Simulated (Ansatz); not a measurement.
Relaxation of C$_{3}$H$_{6}$BN (11 atoms, charge 0, multiplicity 1), to a largest force component of 0.015 eV/Å in at most 40 steps.

These are results of RKS PBE0-D4/6-31G* in Ansatz 0.2.0, not measurements.

```xyz
11
Properties=species:S:1:pos:R:3:forces:R:3
B 0.071 1.925 0.456 -0.71 2.04 0.40
C 0.296 0.543 -0.142 1.16 -1.35 -1.00
N 1.296 0.394 -0.930 2.12 1.31 -0.84
C -0.564 -0.546 0.178 -3.96 -1.45 1.63
C -0.375 -1.855 -0.042 -0.76 0.84 0.84
H -0.910 2.173 1.145 0.43 -0.34 -0.17
H 0.773 2.871 0.194 0.06 -0.42 0.05
H 1.621 -0.489 -1.386 -1.39 0.24 0.80
H -1.581 -0.287 0.687 1.85 -0.24 -0.90
H -1.111 -2.590 0.275 0.08 0.05 -0.16
H 0.549 -2.195 -0.414 1.11 -0.68 -0.65
```

Problem. Where does it end, and by what steps?

Solution. It converged. After 16 steps the energy has fallen by 0.570 eV; H7 moved furthest, 0.72 Å.

```
step  energy less start (eV)  largest force component (eV/Å)  accepted
   0                  0.0000                           3.958       yes
   1                 -0.3154                           1.373       yes
   2                 -0.4790                           0.521       yes
   3                 -0.5144                           0.382       yes
   4                 -0.5292                           0.278       yes
   5                 -0.5397                           0.130       yes
   6                 -0.5538                           0.202       yes
   7                 -0.5467                           0.505        no
   8                 -0.5613                           0.152       yes
   9                 -0.5663                           0.041       yes
  10                 -0.5651                           0.261        no
  11                 -0.5682                           0.040       yes
  12                 -0.5683                           0.104       yes
  13                 -0.5690                           0.088       yes
  14                 -0.5694                           0.053       yes
  15                 -0.5695                           0.025       yes
  16                 -0.5696                           0.014       yes
```

```xyz
11
Properties=species:S:1:pos:R:3
B 0.126 1.933 0.504
C 0.276 0.529 -0.168
N 1.178 0.505 -1.090
C -0.637 -0.589 0.145
C -0.263 -1.871 0.110
H -0.971 2.378 0.707
H 1.095 2.577 0.770
H 1.101 -0.362 -1.639
H -1.643 -0.324 0.471
H -0.950 -2.675 0.357
H 0.754 -2.159 -0.148
```

Whether the end is a true minimum wasn't checked by a vibrational analysis.

Run time: 2.6 min on 1 thread of Intel(R) Xeon(R) Processor @ 2.50GHz (Skylake/Cascade Lake), on a shared host, peak memory 0.18 GiB.
